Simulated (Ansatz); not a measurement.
A run for Ansatz (a first-principles code): R-CCSD(T)/def2-TZVPPD on HBr (SMILES Br) with ghost functions, monomers drawn apart or pushed together. Files ending in .json are basis or fitting sets from the Basis Set Exchange. The run froze 14 orbitals, filled d shells among them.

Ansatz 0.2 input:
```yaml
crystal:
  periodic: [false, false, false]
  atoms:
    - {symbol: Br, position_ang: [-0.60941552, -1.15564798, -0.02079492]}
    - {symbol: H, position_ang: [-0.15485613, -0.42266917, 1.13543890]}
basis:
  gaussian:
    orbitals: def2-TZVPPD.json
    ghost_atoms:
      - {symbol: O, position_ang: [0.46307133, 0.59185993, 2.95228876]}
      - {symbol: Si, position_ang: [-0.04184584, 0.22585738, 4.49699745]}
      - {symbol: H, position_ang: [1.14779209, 1.25392817, 2.82553998]}
      - {symbol: H, position_ang: [1.08687284, -0.28147295, 5.31049154]}
      - {symbol: H, position_ang: [-1.07148668, -0.81380377, 4.32512968]}
      - {symbol: H, position_ang: [-0.60884308, 1.42338885, 5.15850240]}
magnetization: {spin_polarized: false}
correlation: {method: ccsd_t, electrons: outside_noble_gas}
scf: {lower_state_search: off}
```

**Question.** Predict the final total energy.

**Answer.** -2573.2032 hartree (reference determinant -2573.0019, T1 diagnostic 0.007).

**Question.** How many basis functions does it have, and what does it roughly cost on one machine?

**Answer.** 230 functions; about 4 core-minutes (a rough figure).
